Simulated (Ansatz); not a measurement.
Computed with Ansatz on PBE0-D4/def2-TZVP structures; ΔE is electronic, products minus reactants. CBS: MP2 limit from def2 TZ/QZ plus the TZ coupled-cluster correction, frozen cores. DFT in def2-TZVPP. One conformer a species, not always the lowest.

`CB[SiH2]BC` + `CNC` → `CBN(C)C` + `CB[SiH3]`  (cleavage of the B–Si bond)

`CB[SiH2]BC`:

Cartesian coordinates in Å:
```
C 0.619 0.215 2.600
B -0.417 0.388 1.458
Si 0.036 1.181 -0.340
B 0.419 -0.465 -1.441
C -0.648 -1.165 -2.324
H 0.402 1.055 3.283
H 0.470 -0.686 3.202
H 1.669 0.309 2.317
H -1.546 0.022 1.647
H 1.227 2.078 -0.254
H -1.111 1.955 -0.904
H 1.527 -0.928 -1.401
H -1.686 -0.889 -2.134
H -0.414 -0.817 -3.345
H -0.547 -2.253 -2.364
```

`CNC`:

Cartesian coordinates in Å:
```
C -0.207 0.568 1.046
N 0.052 -0.641 0.301
C 0.040 -0.431 -1.128
H -0.131 0.370 2.117
H -1.228 0.908 0.845
H 0.472 1.403 0.799
H 0.941 -1.034 0.582
H -0.967 -0.144 -1.446
H 0.297 -1.358 -1.645
H 0.730 0.360 -1.472
```

`CBN(C)C`:

Cartesian coordinates in Å:
```
C -0.461 -0.508 2.050
B 0.543 -0.102 0.913
N 0.211 0.124 -0.422
C 1.199 0.494 -1.410
C -1.114 0.023 -0.986
H -0.134 -1.448 2.508
H -0.420 0.234 2.856
H -1.507 -0.626 1.761
H 1.707 0.034 1.190
H 2.181 0.559 -0.944
H 0.958 1.464 -1.861
H 1.241 -0.244 -2.220
H -1.839 -0.256 -0.226
H -1.423 0.979 -1.426
H -1.142 -0.729 -1.784
```

`CB[SiH3]`:

Z-matrix (Å, degrees):
```
C
B 1 1.550
H 1 1.092 2 114.9
H 1 1.106 2 102.7 3 113.8
H 1 1.091 2 116.1 3 -131.0
Si 2 2.018 1 124.4 3 151.8
H 2 1.201 1 118.6 3 -30.5
H 6 1.494 2 107.9 1 -112.4
H 6 1.491 2 111.7 1 130.1
H 6 1.491 2 114.0 1 7.1
```

```tsv
species	PBE-D4 energy (Eh)
`CB[SiH2]BC`	-421.07616
`CNC`	-135.03362
`CBN(C)C`	-199.77121
`CB[SiH3]`	-356.39742
```

(1) Work out ΔE.

Largest T1 diagnostic among the species: 0.013.

Answers

(1) ΔE = (-199.77121) + (-356.39742) − (-421.07616) − (-135.03362) = -0.05885 Eh = -154.5 kJ/mol. CCSD(T)/CBS gives -165.5 kJ/mol.

In def2-TZVPP, CCSD(T) changes the Hartree–Fock value by −4.7 kJ/mol (the triples alone add −1.1 kJ/mol) and MP2 by −11.1 kJ/mol. From PBE to PBE0 (25 % exact exchange), in def2-TZVPP and without D4, ΔE moves by −3.4 kJ/mol.
